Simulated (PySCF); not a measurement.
P: excitation energy

P [Ne] 3s2 3p3 (4S) → P [Ne] 3s1 3p3 4s1 (6S), as a difference of total energies. Computed with PySCF 2.14 in aug-cc-pCVTZ-DK, with scalar relativity by spin-free X2C-1e. Correlated levels: valence and next inner shell: 1s2 frozen. The calculations carry no spin-orbit coupling.

```tsv
method	excitation energy (eV)
UHF	10.764
MP2 (valence and next inner shell)	12.389
SCS-MP2 (valence and next inner shell)	12.832
CCSD (valence and next inner shell)	12.499
CCSD(T) (valence and next inner shell)	12.602
```

Question: How much does correlation contribute at CCSD(T) (valence and next inner shell)?

Answer: 12.602 − (10.764) = 1.838 eV, measured against UHF.

The upper state lies above the first ionisation limit, but in LS coupling its spin forbids autoionisation to the ground ion. A Rydberg-like electron needs more diffuse functions than a valence basis has.

The promoted electron is Rydberg-like, and one or two diffuse shells describe it only roughly, which tends to raise the upper state.
